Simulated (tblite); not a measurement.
Compound: C5H5OS (doublet state).
Z-matrix (Å and degrees, GFN2-xTB geometry), rows numbered from 1:
```
O 
C   1  1.3043
C   2  1.4916  1  118.04
C   3  1.3692  2  127.96  1     0.26
C   4  1.4051  3  113.02  2  -179.88
C   5  1.3643  4  112.57  3     0.01
S   6  1.7141  5  112.37  4     0.01
H   2  1.1235  1  110.95  3   125.33
H   2  1.1234  1  111.02  3  -125.20
H   4  1.0745  3  121.93  2     0.18
H   5  1.0751  4  123.94  3  -179.94
H   6  1.0722  5  128.28  4  -179.94
```

Calculated harmonic vibrations of the isolated species, GFN2-xTB (tblite), most abundant isotopes, no scaling. The method is semi-empirical: single wavenumbers can be off by several per cent or more. One conformer, not necessarily the lowest. Open shells enter through the occupations alone, without spin polarisation, and single modes of such species can be off by tens of per cent.

Problem. How many normal modes are there?

Solution. 12 atoms, non-linear: 3N − 6 = 30.

Problem. What is the point group of the computed structure, and how do the modes divide by symmetry?

Solution. Cs. The vibrations span 20 a′ + 10 a″.

Problem. How many distinct wavenumbers does the calculation give?

Solution. 30: Cs has no degenerate species.

Problem. How many fundamentals are allowed in the infrared by symmetry?

Solution. 30 of 30: in Cs every mode is allowed. All fundamentals are allowed in the Raman spectrum.

Problem. What zero-point energy do the modes add up to?

Solution. ½Σν̃ = 17903 cm⁻¹ = 2.220 eV (30 modes); those above 1550 cm⁻¹ give 0.904 eV of it.

Problem. What thermal excitation has the softest real mode at 500 K?

Solution. 86.1 cm⁻¹ is a vibrational temperature θ of 124 K. The population of v = 1 over v = 0 is exp(−θ/T) = 0.78, and the mean quantum number is 3.6.

Time: 0.32 s. Hardware: one thread, Arm Neoverse V1 (aarch64), no GPU, shared host with 32 logical CPUs at a one-minute load of 9.5. This covers the Hessian and the dipole derivatives.
